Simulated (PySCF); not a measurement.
Cd(Br)(OH) (BrCdHO), SMILES [OH][Cd][Br]. The structure is a stationary point at B3LYP-D3(BJ)/def2-TZVP. The def2 effective core potentials stand for the cores of Cd; spin–orbit coupling is left out. Other conformers were not sampled.

Level of theory: B3LYP-D3(BJ)/def2-TZVP (PySCF).

Harmonic wavenumbers (cm⁻¹): 102, 107, 249, 580, 805, 3817. Rotational constants (GHz): 645.0, 1.219, 1.217; symmetry number 1.

Task: Work out the zero-point energy and the ideal-gas rigid-rotor harmonic-oscillator thermochemistry at 298.15 K and 1 atm.

Result: ZPE = ½ Σ hcν = ½ × 5660 cm⁻¹ = 8.09 kcal/mol. H − E(el) = 11.83 kcal/mol. Entropy in cal/(mol K): translation 41.92, rotation 23.33, vibration 9.18, total 74.43. G − E(el) = -10.36 kcal/mol. Cp = 15.32 cal/(mol K). Modes under 150 cm⁻¹ make the vibrational entropy uncertain.
